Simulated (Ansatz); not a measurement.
Mn2S⁺ (the lowest doublet isomer of a short search), 3 atoms. Hardware: 4 threads of Arm Neoverse V2 on a shared host.

Correlated methods freeze 15 core orbitals; core or outer-core shells of Mn are correlated, in sets that lack core-valence functions.

**Question.** How many basis functions does each of these Ansatz runs have, and roughly what does it cost? PBE0-D4/def2-TZVP, charge 1 doublet, energy, from earlier orbitals; LC-ωPBE/def2-TZVP, charge 1 sextet, energy, from earlier orbitals; LDA (SPW92)/def2-TZVP, charge 1 doublet, energy, from earlier orbitals; r2SCAN0-D4/def2-TZVP, charge 1 sextet, energy, from earlier orbitals; PBE-D4/def2-TZVP, charge 0 triplet at the geometry of the charge 1 doublet, energy, from earlier orbitals; PBE-D4/def2-TZVP, charge 1 quartet, relaxation, 6 steps; B2PLYP/def2-TZVP, charge 1 quartet, energy, from earlier orbitals; PBE-D4/def2-SVP, charge 1 doublet, energy, from earlier orbitals; PBE-D4/def2-TZVP, charge 0 singlet at the geometry of the charge 1 doublet, energy, from earlier orbitals; PBE-D4/def2-TZVP, charge 1 doublet, energy, from earlier orbitals; PBE0-D4/def2-TZVP, charge 0 triplet at the geometry of the charge 1 doublet, energy; ωB97X-V/def2-TZVP, charge 1 doublet, energy, from earlier orbitals.

**Answer.** Other jobs shared the machine, so times can vary by a factor of up to 3. A dash marks memory too small to be measured apart from the calling script's.

| run | functions | fitting or Cholesky vectors | wall time | peak host memory (GiB) |
| --- | --- | --- | --- | --- |
| LDA (SPW92)/def2-TZVP, charge 1 doublet, energy, from earlier orbitals | 127 | 1145 | 1 s | – |
| PBE-D4/def2-SVP, charge 1 doublet, energy, from earlier orbitals | 80 | 1059 | 1.4 s | – |
| PBE-D4/def2-TZVP, charge 0 singlet at the geometry of the charge 1 doublet, energy, from earlier orbitals | 127 | 1145 | 1.8 s | – |
| PBE-D4/def2-TZVP, charge 1 doublet, energy, from earlier orbitals | 127 | 1145 | 1.9 s | – |
| PBE-D4/def2-TZVP, charge 0 triplet at the geometry of the charge 1 doublet, energy, from earlier orbitals | 127 | 1145 | 4.7 s | – |
| LC-ωPBE/def2-TZVP, charge 1 sextet, energy, from earlier orbitals | 127 | 1145 | 8.5 s | – |
| ωB97X-V/def2-TZVP, charge 1 doublet, energy, from earlier orbitals | 127 | 1069 | 8.5 s | – |
| B2PLYP/def2-TZVP, charge 1 quartet, energy, from earlier orbitals | 127 | 1069 | 9 s | – |
| PBE0-D4/def2-TZVP, charge 0 triplet at the geometry of the charge 1 doublet, energy | 127 | 1069 | 10 s | – |
| r2SCAN0-D4/def2-TZVP, charge 1 sextet, energy, from earlier orbitals | 127 | 1069 | 18 s | – |
| PBE-D4/def2-TZVP, charge 1 quartet, relaxation, 6 steps | 127 | 1145 | 23 s | – |
| PBE0-D4/def2-TZVP, charge 1 doublet, energy, from earlier orbitals | 127 | 1069 | 27 s | 0.55 |
